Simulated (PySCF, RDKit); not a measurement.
Torsion Si1–Ge2–S3–H7 in GeH4SSi (SMILES [SiH3][Ge][SH]); at each angle all else is relaxed with GFN2-xTB, and the levels are single points there.
Geometry at 180° (charge 0, multiplicity 1):
```json
[
 {"atom": "Si", "x (Å)": "0.9981", "y (Å)": "-0.0542", "z (Å)": "0.0244"},
 {"atom": "Ge", "x (Å)": "-0.5848", "y (Å)": "1.7763", "z (Å)": "-0.2531"},
 {"atom": "S", "x (Å)": "-2.3557", "y (Å)": "0.4653", "z (Å)": "0.0961"},
 {"atom": "H", "x (Å)": "0.7329", "y (Å)": "-1.2346", "z (Å)": "-0.8084"},
 {"atom": "H", "x (Å)": "2.3587", "y (Å)": "0.3869", "z (Å)": "-0.3260"},
 {"atom": "H", "x (Å)": "1.0808", "y (Å)": "-0.5405", "z (Å)": "1.4094"},
 {"atom": "H", "x (Å)": "-3.2901", "y (Å)": "1.4047", "z (Å)": "-0.0398"}
]
```

On the grid 0° to 330°, 90° is the highest and 180° the lowest point at MP2/CBS(def2-TZVPP, def2-QZVPP) + ΔCCSD(T)/def2-TZVPP.

Rows in 3-21G, 6-31G* carry no dispersion term and start afresh at each structure (6-31G* with six Cartesian d functions); the Pople sets are all-electron and without relativity.

The values were computed with PySCF for 3-21G rows, 6-31G* rows; RDKit for the force fields. 

### Question
One of these levels gives -0.50 kcal/mol for the energy at 90° less that at 180°. Name it.
A. UFF
B. B3LYP/6-31G*
C. HF/3-21G

### Answer
A, UFF. The others give 12.71 (HF/3-21G), 16.41 (B3LYP/6-31G*)
